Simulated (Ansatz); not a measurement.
Task: Predict a relaxed structure of SiO₃H₂ (the lowest singlet isomer of a short search), charge 0, singlet, at PBE-D4/def2-TZVP (Ansatz).

Result: 
Cartesian coordinates in Å:
```
Si -0.3930 -0.1368 -0.2993
O 0.7694 -0.6219 0.7556
O -0.2155 1.4776 -0.4512
O -1.4299 -1.0065 -1.0075
H 0.7662 -1.5797 0.9263
H 0.5028 1.8673 0.0761
```
Point group Cs (tolerance 0.1 Å). This is one stationary point.

The structure comes from a short search, and lower isomers may exist.
